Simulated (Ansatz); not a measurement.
Total energies of BH$_{5}$O$_{2}$Si (`OB(O)[SiH3]`).

| atom | x (Å) | y (Å) | z (Å) |
| --- | --- | --- | --- |
| O1 | 1.438 | -0.229 | -0.929 |
| B2 | 0.574 | 0.021 | 0.095 |
| O3 | 0.964 | 0.336 | 1.363 |
| Si4 | -1.423 | -0.070 | -0.271 |
| H5 | 2.374 | -0.171 | -0.712 |
| H6 | 1.914 | 0.378 | 1.516 |
| H7 | -1.711 | -0.480 | -1.672 |
| H8 | -2.078 | -1.045 | 0.646 |
| H9 | -2.053 | 1.259 | -0.035 |

Charge 0, multiplicity 1. The geometry is a stationary point of PBE0-D4/def2-TZVP. It is one conformer, not always the lowest. Basis def2-TZVPP, Ansatz 0.2.0.

RPA on PBE orbitals: Hartree–Fock energy of these orbitals -466.38654 Eh, correlation -1.16099 Eh (frozen core).

```csv
functional,energy without D4 (Eh),D4 term (kJ/mol)
LDA (SPW92),-465.42542,–
PBE,-467.61569,-14.0
revPBE,-467.85317,-43.8
BLYP,-467.92992,-31.1
r2SCAN,-467.85401,-3.4
B97M-V,-467.86359,–
PBE0,-467.65221,-11.7
B3LYP,-468.00592,-22.6
r2SCANh,-467.84278,-3.6
r2SCAN0,-467.82692,-4.0
HSE06 (plane-wave form),-467.63685,-10.9
BHLYP,-467.88958,-17.0
CAM-B3LYP,-467.91761,-11.9
LC-ωPBE,-467.77523,–
ωB97X-V,-467.87010,–
ωB97M-V,-467.88730,–
B2PLYP,-467.72973,–
PBE-QIDH,-467.54376,–
```

B3LYP takes the VWN-RPA correlation (the form of Gaussian; ORCA's B3LYP/G). HSE06 is the plane-wave form, built on full-range PBE exchange. The double hybrids freeze the cores in their second-order part.

LC-ωPBE has ω = 0.4 bohr⁻¹.
